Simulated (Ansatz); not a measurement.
Born–Oppenheimer molecular dynamics of a periodic cell of 23 atoms, H$_{14}$CO$_{8}$ (contents 6 H2O + 1 HCOOH, density as packed 1.17 g/cm³ with natural masses). It goes on from the last frame of an earlier run, with new velocities.

Computed with Ansatz 0.2.0, DFT PBE, scalar-relativistic, plane waves, PAW. Settings: accuracy low, cutoff 420 eV, k mesh 1x1x1, fermi-dirac smearing 0.02 eV, no spin polarisation.

```
ensemble        : NVT, Langevin thermostat
time step       : 0.5 fs
steps asked     : 200
set temperature : 500 K
friction        : 1 /fs
seed            : 315678
```

Frames 0.5 fs apart, positions in Å, forces in eV/Å.

Velocities at 85.0 fs (Å/ps):

```
O -0.96 -5.72 0.09
H -41.09 -7.12 0.55
H 4.61 -30.84 -21.89
O 3.78 3.67 -7.13
H 16.73 13.28 -0.41
H -21.01 -8.08 -13.83
O 10.87 8.29 2.70
H -7.11 -29.15 19.15
H -11.76 -11.78 5.03
O -8.10 -5.72 2.08
H -10.32 -24.48 -27.21
H 26.94 17.53 15.49
O 5.48 -5.19 -8.57
H 41.14 -19.76 -15.03
H -0.99 -8.98 27.90
O 6.38 -2.16 0.03
H -40.84 17.95 10.28
H 4.94 -26.08 -24.89
O 2.61 -1.75 8.67
C -6.55 -4.38 -5.20
O -8.54 2.41 -7.24
H 19.26 -35.44 -15.62
H 17.36 -12.63 20.72
```

```xyz
23
Lattice="6.0249 0.0000 0.0000 0.0000 6.0249 0.0000 0.0000 0.0000 6.0249" Properties=species:S:1:pos:R:3:forces:R:3 time_fs=85.0 energy_less_start_eV=0.187 T=558
O 0.911 3.386 5.270 0.21 -0.73 -0.22
H 1.431 2.536 5.229 -0.79 0.88 -0.24
H 0.020 3.192 4.838 1.47 0.13 0.45
O 1.569 5.507 1.583 -0.73 1.36 1.76
H 0.972 6.277 1.376 0.70 -0.56 -0.42
H 1.807 5.031 0.815 0.05 -0.70 -1.68
O 4.639 4.008 3.929 1.92 -0.47 1.16
H 3.827 4.476 3.768 -2.10 1.36 -0.55
H 4.655 3.146 3.539 -0.20 -1.53 -0.98
O 6.483 1.967 1.583 -1.03 0.41 -0.57
H 6.846 2.781 1.110 -0.78 -1.04 0.32
H 5.557 1.825 1.219 1.36 0.43 0.20
O 5.267 1.409 3.951 -0.69 2.61 0.12
H 4.943 0.737 4.518 -0.26 -1.91 0.93
H 5.839 1.149 3.252 0.95 -0.81 -0.90
O 2.625 -0.546 3.940 -0.07 -0.56 2.22
H 2.407 -0.095 3.132 -0.72 0.03 -1.27
H 1.831 -1.049 4.277 0.55 0.40 -0.63
O 3.829 3.738 0.317 -0.89 -2.21 -1.25
C 4.408 4.780 0.754 1.67 1.88 1.41
O 4.995 5.622 0.095 0.07 0.85 -0.56
H 4.099 3.624 -0.734 -0.14 0.75 0.76
H 4.497 4.903 1.868 -0.57 -0.59 -0.06
23
Lattice="6.0249 0.0000 0.0000 0.0000 6.0249 0.0000 0.0000 0.0000 6.0249" Properties=species:S:1:pos:R:3:forces:R:3 time_fs=85.5 energy_less_start_eV=0.162 T=551
O 0.910 3.384 5.269 -0.15 -0.70 -0.34
H 1.412 2.530 5.235 -0.56 0.69 -0.24
H 0.019 3.181 4.827 1.61 0.25 0.57
O 1.570 5.508 1.579 -0.66 1.35 1.79
H 0.980 6.280 1.373 0.61 -0.50 -0.43
H 1.793 5.023 0.812 0.04 -0.73 -1.69
O 4.643 4.012 3.930 1.80 -0.80 0.96
H 3.819 4.467 3.781 -2.01 1.37 -0.55
H 4.648 3.141 3.542 -0.18 -1.21 -0.82
O 6.481 1.966 1.584 -0.47 0.45 -0.33
H 6.838 2.771 1.103 -0.61 -0.85 0.29
H 5.568 1.841 1.228 0.66 0.23 -0.01
O 5.270 1.407 3.947 -1.04 2.80 0.52
H 4.962 0.727 4.509 -0.33 -1.96 1.06
H 5.838 1.150 3.259 1.35 -0.94 -1.40
O 2.628 -0.546 3.940 -0.33 -0.56 2.03
H 2.387 -0.090 3.136 -0.57 -0.07 -1.12
H 1.834 -1.063 4.266 0.65 0.46 -0.58
O 3.830 3.736 0.319 -0.94 -2.32 -1.38
C 4.403 4.779 0.754 1.98 2.18 1.58
O 4.991 5.623 0.090 -0.11 0.63 -0.34
H 4.101 3.619 -0.738 -0.14 0.78 0.87
H 4.506 4.895 1.882 -0.60 -0.57 -0.43
23
Lattice="6.0249 0.0000 0.0000 0.0000 6.0249 0.0000 0.0000 0.0000 6.0249" Properties=species:S:1:pos:R:3:forces:R:3 time_fs=86.0 energy_less_start_eV=0.098 T=596
O 0.908 3.384 5.268 -0.26 -0.70 -0.35
H 1.399 2.525 5.247 -0.49 0.65 -0.26
H 0.014 3.180 4.827 1.65 0.28 0.60
O 1.569 5.507 1.576 -0.47 1.12 1.59
H 0.985 6.276 1.362 0.46 -0.37 -0.44
H 1.776 5.007 0.809 -0.03 -0.64 -1.47
O 4.647 4.014 3.932 1.11 -0.40 0.82
H 3.802 4.469 3.792 -1.38 1.10 -0.47
H 4.644 3.146 3.537 -0.17 -1.24 -0.80
O 6.479 1.965 1.587 0.06 0.43 -0.08
H 6.827 2.761 1.100 -0.36 -0.59 0.23
H 5.580 1.866 1.237 -0.10 0.01 -0.22
O 5.274 1.407 3.943 -1.06 2.82 0.55
H 4.979 0.720 4.503 -0.35 -2.00 1.11
H 5.837 1.157 3.250 1.39 -0.93 -1.47
O 2.630 -0.545 3.941 -0.51 -0.69 2.08
H 2.372 -0.092 3.142 -0.49 0.02 -1.24
H 1.831 -1.067 4.256 0.76 0.47 -0.50
O 3.830 3.732 0.321 -0.90 -2.12 -1.38
C 4.399 4.777 0.756 2.23 2.27 1.51
O 4.988 5.623 0.084 -0.34 0.38 -0.07
H 4.098 3.635 -0.741 -0.11 0.65 0.87
H 4.522 4.881 1.892 -0.65 -0.52 -0.63
23
Lattice="6.0249 0.0000 0.0000 0.0000 6.0249 0.0000 0.0000 0.0000 6.0249" Properties=species:S:1:pos:R:3:forces:R:3 time_fs=86.5 energy_less_start_eV=0.006 T=497
O 0.906 3.386 5.269 -0.08 -0.74 -0.21
H 1.395 2.523 5.259 -0.55 0.74 -0.30
H 0.011 3.188 4.838 1.52 0.23 0.49
O 1.567 5.508 1.574 -0.29 0.75 0.98
H 0.988 6.274 1.347 0.40 -0.31 -0.36
H 1.758 4.995 0.798 -0.14 -0.35 -0.90
O 4.650 4.015 3.931 0.15 0.10 0.64
H 3.776 4.472 3.789 -0.51 0.74 -0.31
H 4.639 3.152 3.528 -0.13 -1.26 -0.74
O 6.479 1.964 1.590 0.46 0.50 0.00
H 6.818 2.749 1.085 -0.16 -0.44 0.25
H 5.590 1.882 1.238 -0.70 -0.16 -0.35
O 5.277 1.408 3.942 -0.65 2.80 0.07
H 4.988 0.722 4.502 -0.40 -2.14 1.20
H 5.833 1.157 3.231 1.03 -0.79 -1.06
O 2.629 -0.544 3.942 -0.50 -0.68 1.99
H 2.367 -0.098 3.139 -0.43 0.02 -1.24
H 1.827 -1.060 4.254 0.72 0.41 -0.44
O 3.831 3.728 0.320 -0.81 -1.78 -1.37
C 4.398 4.778 0.758 2.27 2.12 1.39
O 4.987 5.624 0.082 -0.47 0.25 0.11
H 4.096 3.663 -0.748 -0.08 0.45 0.84
H 4.532 4.866 1.896 -0.65 -0.44 -0.68
23
Lattice="6.0249 0.0000 0.0000 0.0000 6.0249 0.0000 0.0000 0.0000 6.0249" Properties=species:S:1:pos:R:3:forces:R:3 time_fs=87.0 energy_less_start_eV=-0.092 T=612
O 0.906 3.388 5.274 0.51 -0.95 0.05
H 1.391 2.513 5.269 -0.71 1.05 -0.34
H 0.020 3.201 4.850 1.04 0.11 0.25
O 1.566 5.508 1.575 -0.17 0.43 0.45
H 0.993 6.272 1.335 0.30 -0.20 -0.29
H 1.741 4.990 0.785 -0.19 -0.15 -0.42
O 4.650 4.016 3.932 -0.58 0.04 0.27
H 3.751 4.472 3.782 0.13 0.49 -0.15
H 4.631 3.148 3.516 -0.05 -0.88 -0.48
O 6.479 1.960 1.594 0.20 0.56 -0.25
H 6.811 2.733 1.065 -0.01 -0.38 0.33
H 5.589 1.895 1.231 -0.57 -0.26 -0.19
O 5.279 1.407 3.944 0.04 2.45 -0.75
H 4.985 0.724 4.506 -0.38 -2.10 1.12
H 5.834 1.145 3.209 0.33 -0.48 -0.17
O 2.627 -0.543 3.941 -0.64 -0.43 1.52
H 2.360 -0.102 3.126 -0.26 -0.20 -0.85
H 1.820 -1.046 4.253 0.71 0.34 -0.39
O 3.833 3.724 0.316 -0.70 -1.45 -1.21
C 4.398 4.780 0.760 2.18 1.94 1.26
O 4.985 5.628 0.080 -0.55 0.12 0.26
H 4.090 3.679 -0.754 -0.01 0.35 0.78
H 4.528 4.861 1.904 -0.62 -0.42 -0.80
23
Lattice="6.0249 0.0000 0.0000 0.0000 6.0249 0.0000 0.0000 0.0000 6.0249" Properties=species:S:1:pos:R:3:forces:R:3 time_fs=87.5 energy_less_start_eV=-0.136 T=634
O 0.907 3.389 5.281 0.88 -1.29 0.17
H 1.383 2.498 5.280 -0.82 1.41 -0.37
H 0.029 3.206 4.857 0.74 0.09 0.11
O 1.565 5.506 1.575 -0.03 0.09 0.02
H 1.003 6.273 1.334 0.16 -0.03 -0.26
H 1.725 4.992 0.769 -0.22 0.03 -0.01
O 4.649 4.014 3.932 -1.03 -0.13 -0.05
H 3.732 4.473 3.777 0.56 0.29 -0.05
H 4.631 3.142 3.503 -0.03 -0.46 -0.23
O 6.479 1.958 1.599 -0.38 0.56 -0.60
H 6.812 2.716 1.047 0.06 -0.33 0.40
H 5.579 1.906 1.222 -0.06 -0.28 0.10
O 5.278 1.405 3.946 0.54 1.58 -1.26
H 4.981 0.718 4.523 -0.15 -1.59 0.68
H 5.847 1.124 3.194 -0.40 -0.12 0.78
O 2.625 -0.543 3.942 -0.95 -0.20 1.06
H 2.347 -0.098 3.118 -0.02 -0.42 -0.44
H 1.803 -1.030 4.251 0.84 0.30 -0.36
O 3.834 3.720 0.312 -0.59 -1.19 -0.96
C 4.400 4.781 0.762 2.00 1.66 1.13
O 4.983 5.630 0.080 -0.54 0.12 0.29
H 4.088 3.678 -0.753 0.02 0.34 0.67
H 4.527 4.860 1.906 -0.60 -0.41 -0.84
23
Lattice="6.0249 0.0000 0.0000 0.0000 6.0249 0.0000 0.0000 0.0000 6.0249" Properties=species:S:1:pos:R:3:forces:R:3 time_fs=88.0 energy_less_start_eV=-0.126 T=555
O 0.911 3.393 5.287 0.77 -1.54 0.09
H 1.375 2.492 5.286 -0.78 1.56 -0.37
H 0.034 3.202 4.855 0.78 0.18 0.16
O 1.564 5.504 1.577 0.07 -0.24 -0.60
H 1.015 6.279 1.333 0.09 0.06 -0.20
H 1.715 5.000 0.746 -0.27 0.28 0.57
O 4.649 4.011 3.932 -1.37 -0.21 -0.32
H 3.716 4.474 3.775 0.89 0.13 0.03
H 4.634 3.138 3.487 -0.02 -0.15 -0.03
O 6.477 1.960 1.599 -0.72 0.49 -0.77
H 6.818 2.703 1.032 0.05 -0.29 0.42
H 5.569 1.911 1.218 0.31 -0.25 0.27
O 5.277 1.404 3.949 0.93 0.87 -1.63
H 4.982 0.716 4.543 0.02 -1.21 0.36
H 5.860 1.098 3.187 -0.94 0.20 1.47
O 2.620 -0.543 3.945 -0.94 0.03 0.72
H 2.344 -0.092 3.114 0.10 -0.59 -0.15
H 1.795 -1.015 4.252 0.75 0.20 -0.32
O 3.837 3.717 0.307 -0.51 -0.97 -0.71
C 4.400 4.784 0.764 1.77 1.23 1.11
O 4.981 5.626 0.081 -0.39 0.36 0.16
H 4.094 3.683 -0.748 0.01 0.27 0.53
H 4.526 4.860 1.906 -0.60 -0.41 -0.79
23
Lattice="6.0249 0.0000 0.0000 0.0000 6.0249 0.0000 0.0000 0.0000 6.0249" Properties=species:S:1:pos:R:3:forces:R:3 time_fs=88.5 energy_less_start_eV=-0.107 T=380
O 0.914 3.398 5.291 0.45 -1.46 -0.05
H 1.367 2.498 5.284 -0.58 1.37 -0.34
H 0.039 3.203 4.845 0.88 0.28 0.25
O 1.563 5.504 1.580 0.36 -0.80 -0.95
H 1.028 6.274 1.332 -0.21 0.50 -0.24
H 1.708 5.007 0.731 -0.27 0.40 0.98
O 4.650 4.009 3.930 -1.62 -0.36 -0.60
H 3.703 4.471 3.776 1.10 0.10 0.08
H 4.627 3.139 3.465 0.02 0.13 0.19
O 6.477 1.963 1.597 -0.94 0.31 -0.70
H 6.817 2.694 1.025 0.12 -0.10 0.30
H 5.564 1.914 1.220 0.46 -0.24 0.33
O 5.276 1.403 3.952 1.16 0.52 -1.90
H 4.988 0.715 4.553 0.02 -1.10 0.31
H 5.857 1.073 3.181 -1.16 0.42 1.80
O 2.618 -0.542 3.947 -0.63 0.42 0.22
H 2.348 -0.088 3.102 0.19 -0.80 0.23
H 1.799 -1.002 4.253 0.37 -0.01 -0.21
O 3.839 3.716 0.303 -0.48 -0.77 -0.47
C 4.399 4.789 0.766 1.59 0.78 1.04
O 4.980 5.621 0.081 -0.23 0.65 -0.01
H 4.096 3.692 -0.746 0.04 0.20 0.46
H 4.528 4.867 1.905 -0.64 -0.43 -0.71
23
Lattice="6.0249 0.0000 0.0000 0.0000 6.0249 0.0000 0.0000 0.0000 6.0249" Properties=species:S:1:pos:R:3:forces:R:3 time_fs=89.0 energy_less_start_eV=-0.081 T=459
O 0.917 3.401 5.292 -0.23 -0.98 -0.28
H 1.358 2.514 5.283 -0.23 0.78 -0.33
H 0.037 3.206 4.830 1.20 0.40 0.46
O 1.561 5.505 1.582 0.86 -1.59 -0.86
H 1.043 6.259 1.327 -0.77 1.31 -0.43
H 1.698 5.008 0.729 -0.23 0.37 1.08
O 4.652 4.009 3.930 -1.74 -0.80 -0.96
H 3.699 4.467 3.777 1.19 0.14 0.10
H 4.618 3.136 3.441 0.09 0.58 0.52
O 6.480 1.963 1.595 -0.85 0.14 -0.48
H 6.810 2.683 1.014 0.28 0.14 0.15
H 5.569 1.915 1.226 0.22 -0.28 0.25
O 5.276 1.403 3.952 1.06 0.13 -1.70
H 4.994 0.705 4.557 0.08 -0.80 0.13
H 5.844 1.056 3.181 -1.11 0.49 1.78
O 2.619 -0.541 3.947 -0.31 0.81 -0.26
H 2.349 -0.077 3.095 0.27 -1.04 0.61
H 1.811 -0.999 4.254 -0.03 -0.20 -0.11
O 3.840 3.714 0.300 -0.44 -0.58 -0.27
C 4.398 4.792 0.768 1.39 0.44 0.82
O 4.979 5.618 0.083 -0.10 0.86 -0.17
H 4.093 3.695 -0.748 0.07 0.16 0.47
H 4.524 4.882 1.897 -0.65 -0.50 -0.49
```

Of the whole run (100 fs, mean temperature of the second half 496 K): A run of 0.1 ps of so small a system gives no equilibrium averages. The friction is so strong that the motion is overdamped, so the time scale means little. Limits of this set-up: coarse k mesh, low accuracy level.

The run took 3.8 min on 1 CPU thread of a shared host.
